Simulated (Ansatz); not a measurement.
bromine monochloride (BrCl), singlet, at a GFN2-xTB geometry; B3LYP/aug-cc-pVDZ in Ansatz (a quantum-chemistry and plane-wave program).

Input for Ansatz:
Ansatz 0.2 input:
```yaml
crystal:
  periodic: [false, false, false]
  atoms:
    - {symbol: Cl, position_ang: [-0.00000000, -0.00000000, -1.43741497]}
    - {symbol: Br, position_ang: [0.00000000, 0.00000000, 0.69817298]}
basis:
  gaussian:
    orbitals: aug-cc-pVDZ
hamiltonian:
  xc: b3lyp
accuracy: high
```

Output, abridged:

```
Functional definition: B3LYP
1120 factors; integrals over basis functions are off by at most 4.3e-9 eV
mean field evaluation 1: about -82568.8133 eV, gradient 7.1e0 eV
mean field evaluation 2: about -82568.7743 eV, gradient 7.8e0 eV
mean field evaluation 4: about -82568.9481 eV, gradient 4.6e-1 eV
mean field evaluation 8: about -82568.9931 eV, gradient 4.3e-2 eV
mean field evaluation 16: about -82568.9931 eV, gradient 7.2e-7 eV
mean field -82568.99314438 eV, -3034.3545307824 hartree, gradient 6.5e-9 eV, S^2 0.000000; 0 other end points of the search recorded, 0 dependent functions left out
reference -82568.99317297 eV, -3034.3545318329 hartree; 26, 26 occupied and 37, 37 virtual orbitals, 1120 factors
Total energy: -82568.99317297 eV, -3034.3545318329 hartree
```
